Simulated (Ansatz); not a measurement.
Isolated molecules relaxed with PBE0-D4/def2-TZVP in Ansatz; ΔE leaves out vibrations. CCSD(T)/CBS is the MP2 limit (def2-TZVPP, def2-QZVPP) plus CCSD(T) − MP2 in def2-TZVPP, frozen cores. This one scheme is used for every species. Functionals use def2-TZVPP. B3LYP here is the variant with VWN-RPA as its local correlation; programs differ in this. HSE06 is defined as in plane-wave codes. For Br, Ga outer-core shells are correlated without core-valence functions, which leaves a few kJ/mol of doubt a bond. Scalar relativity is left out up to krypton. Each species was taken in one conformer, which may not be the lowest.

Reaction (hydrogenolysis of a Ga–S bond): `[F][Ga]([SH])[Br]` + H₂ → `[F][GaH][Br]` + H₂S

| level | ΔE (kJ/mol) | difference from CCSD(T)/CBS |
| --- | --- | --- |
| LDA (SPW92) | 61.0 | -5.9 |
| PBE-D4 | 67.6 | 0.7 |
| revPBE-D4 | 70.3 | 3.4 |
| BLYP-D4 | 66.6 | -0.3 |
| B97M-V | 57.7 | -9.2 |
| PBE0-D4 | 65.7 | -1.2 |
| B3LYP-D4 | 64.4 | -2.5 |
| r2SCANh-D4 | 68.8 | 1.9 |
| r2SCAN0-D4 | 67.5 | 0.6 |
| BHLYP-D4 | 63.2 | -3.7 |
| CAM-B3LYP-D4 | 57.7 | -9.2 |
| ωB97X-V | 60.6 | -6.3 |
| ωB97M-V | 61.3 | -5.6 |
| B2PLYP | 62.2 | -4.7 |
| PBE-QIDH | 66.4 | -0.5 |
| PBE | 62.4 | -4.5 |
| revPBE | 61.2 | -5.7 |
| r2SCAN | 68.5 | 1.6 |
| B3LYP | 55.7 | -11.2 |
| r2SCANh | 67.4 | 0.5 |
| r2SCAN0 | 65.9 | -1.0 |
| HSE06 | 61.4 | -5.5 |
| BHLYP | 54.2 | -12.7 |
| CAM-B3LYP | 52.6 | -14.3 |
| LC-ωPBE | 55.9 | -11.0 |
| RPA@PBE/def2-TZVPP | 60.4 | -6.5 |
| HF/def2-SVP | 45.0 | -21.9 |
| MP2/def2-SVP | 70.4 | 3.5 |
| CCSD/def2-SVP | 58.4 | -8.5 |
| CCSD(T)/def2-SVP | 62.4 | -4.5 |
| HF/def2-TZVPP | 48.2 | -18.7 |
| MP2/def2-TZVPP | 73.5 | 6.6 |
| SCS-MP2/def2-TZVPP | 66.2 | -0.7 |
| CCSD/def2-TZVPP | 59.6 | -7.3 |
| CCSD(T)/def2-TZVPP | 64.7 | -2.2 |
| HF/def2-QZVPP | 46.2 | -20.7 |
| MP2/def2-QZVPP | 74.1 | 7.2 |
| SCS-MP2/def2-QZVPP | 66.7 | -0.2 |
| MP2/CBS(def2) | 75.7 | 8.8 |
| CCSD/CBS(def2) | 61.9 | -5.0 |
| CCSD(T)/CBS | 66.9 | 0 |

Q: What do rigid-rotor, harmonic-oscillator terms from PBE0-D4/def2-TZVP frequencies (298.15 K, 1 bar) make of the CCSD(T)/CBS value? (Estimate.)

A: The calculation gave: ΔZPE = +6.1 kJ/mol, ΔH = +69.5 kJ/mol, ΔS = 31 J/(mol·K), ΔG = +60.4 kJ/mol.

Largest T1 diagnostic among the species: 0.012.

Leaving LDA and LC-ωPBE aside and taking each functional with its dispersion term where it has one, the values spread over 12.6 kJ/mol, from CAM-B3LYP-D4 to revPBE-D4. In def2-TZVPP, CCSD(T) changes the Hartree–Fock value by +16.5 kJ/mol (the triples alone add +5.1 kJ/mol) and MP2 by +25.3 kJ/mol. The D4 term adds +8.7 kJ/mol with B3LYP and +4.7 kJ/mol with PBE0; it sums over pairs of atoms, weighted by their polarisabilities, and B3LYP, whose exchange is more repulsive, gets the larger term.

CCSD(T)/CBS has its own doubt, a few kJ/mol and more with outer-core shells, so smaller differences from it don't rank the levels.
